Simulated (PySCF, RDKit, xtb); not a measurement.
CH3F (SMILES CF) and CH2O2 (SMILES O=CO) are pulled apart as rigid monomers along the line of their centres of mass, from the B3LYP-D3(BJ)/def2-TZVP minimum. Starting geometry (charge 0, multiplicity 1):
```xyz
10

C      0.2135    -0.1638     0.4718
F      0.6490    -1.2473     1.2661
H     -0.5465    -0.5410    -0.2101
H     -0.1908     0.5944     1.1383
H      1.0763     0.2085    -0.0777
O     -0.5200     0.9562     3.5057
C     -0.1836     0.1284     4.3108
O      0.3812    -1.0448     4.0330
H     -0.3038     0.2416     5.3962
H      0.4823    -1.1333     3.0615
```

Interaction energies with rigid monomers; basis-set methods are counterpoise corrected unless marked otherwise.

Rows in 6-311+G**, 6-31G* carry no dispersion term and start afresh at each structure (6-31G* with six Cartesian d functions).

The values were computed with PySCF for 6-311+G** rows, 6-31G* rows; RDKit for the force fields; xtb for the GFN methods. Values without a source in brackets are computed.

```csv
F2···H10 (Å),MMFF94 (kcal/mol),GFN2-xTB (kcal/mol),HF/6-31G* (no counterpoise) (kcal/mol),B3LYP/6-311+G** (no counterpoise) (kcal/mol),M06-2X/6-31G* (no counterpoise) (kcal/mol)
1.63,-5.94,-3.90,-6.41,-5.33,-10.03
1.81,-6.33,-5.49,-7.89,-6.43,-10.53
2.07,-5.50,-5.35,-7.49,-5.86,-9.00
2.52,-3.68,-3.87,___,___,-5.67
3.24,-1.91,-2.13,-2.16,-1.85,-2.16
```

Problem. Complete the blanks.

Solution. 
- 2.52, B3LYP/6-311+G** (no counterpoise) (kcal/mol): -3.85
- 2.52, HF/6-31G* (no counterpoise) (kcal/mol): -5.16
